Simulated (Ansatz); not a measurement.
System: TiO2, net charge 0, singlet state. 
Coordinates optimised at B3LYP-D3(BJ)/def2-TZVP (Ansatz, a program for electronic structure):
```
Ti
O 1 1.6409
O 1 1.6409 2 111.96
```

Basis-set convergence of Hartree-Fock and MP2 correlation energies (hartree) with Ansatz. Cores are frozen in the correlated levels unless marked. No spin-orbit coupling. The frozen core is the preceding noble-gas configuration, with the filled d and f shells of earlier blocks. No relativistic terms.

The T1 diagnostic of CCSD in the largest basis is 0.040, which is high, so the coupled-cluster rows are less sure than usual.

```json
[
 {"basis": "def2-SVPD", "functions": "80", "E(HF)": "-997.88279", "E(corr, MP2)": "-0.60603"},
 {"basis": "def2-TZVPPD", "functions": "147", "E(HF)": "-998.17196", "E(corr, MP2)": "-0.70138"},
 {"basis": "def2-QZVPPD", "functions": "225", "E(HF)": "-998.19276", "E(corr, MP2)": "-0.74068"}
]
```

Extrapolating the two largest sets (X = 3 and 4) as X^-3: E(corr) = (64·(-0.74068) - 27·(-0.70138))/37 = -0.7694 Eh, an estimate of the basis-set limit. The largest set recovers 96.3 % of it, the smallest 78.8 %.
